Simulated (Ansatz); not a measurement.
`[F][GeH]([F])[Cl]` + H₂S → `[F][GeH]([SH])[Cl]` + H–F at 298.15 K and 1 bar (ligand exchange at a Ge–F bond).

Computed with Ansatz on PBE0-D4/def2-TZVP structures; ΔE is electronic, products minus reactants. CCSD(T)/CBS is the MP2 limit (def2-TZVPP, def2-QZVPP) plus CCSD(T) − MP2 in def2-TZVPP, frozen cores. This one scheme is used for every species. For Ge outer-core shells are correlated without core-valence functions, which leaves a few kJ/mol of doubt a bond. Scalar relativity is left out up to krypton. One conformer a species, not always the lowest.

```tsv
species	CCSD(T)/CBS energy (Eh)	H − E (kJ/mol)	S (J/(mol·K))
`[F][GeH]([F])[Cl]`	-2736.19042	53.3	315.5
H₂S	-398.97279	49.9	205.7
`[F][GeH]([SH])[Cl]`	-3034.76350	74.8	341.9
H–F	-100.39570	33.5	173.6
```

H − E and S are ideal-gas, rigid-rotor, harmonic terms from PBE0-D4/def2-TZVP, for one conformer and one mirror image of each species. 1 Eh = 2625.50 kJ/mol, R = 8.31446 J/(mol·K).

By hand: ΔE, ΔH, ΔS and ΔG.

ΔE = (-3034.76350) + (-100.39570) − (-2736.19042) − (-398.97279) = 0.00401 Eh = 10.5 kJ/mol. Δ(H − E) = 74.8 + 33.5 − 53.3 − 49.9 = 5.1, so ΔH = 15.6 kJ/mol. ΔS = 341.9 + 173.6 − 315.5 − 205.7 = -5.7 J/(mol·K). ΔG = 15.6 − 298.15 × (-5.7)/1000 = 17.3 kJ/mol.

By hand: the equilibrium constant, and the temperature at which ΔG would vanish if ΔH and ΔS stayed fixed.

log₁₀ K = −ΔG/(RT ln 10) = -3.0. ΔH and −TΔS have one sign here, so there is no such temperature.

The number of gas molecules stays the same, so ΔS is small and ΔH decides. A doubt of 5 kJ/mol in ΔE shifts log₁₀ K by 0.9 here. Other conformers and mirror images would add mixing entropy, several J/(mol·K) or more a flexible species. These are equilibria of isolated gas molecules and say nothing of rates. Largest T1 diagnostic: 0.012 (customary marks: 0.02 for closed shells, 0.045 for open ones).

ΔS is within the doubt of such terms, so its sign, and with it that verdict, could turn.
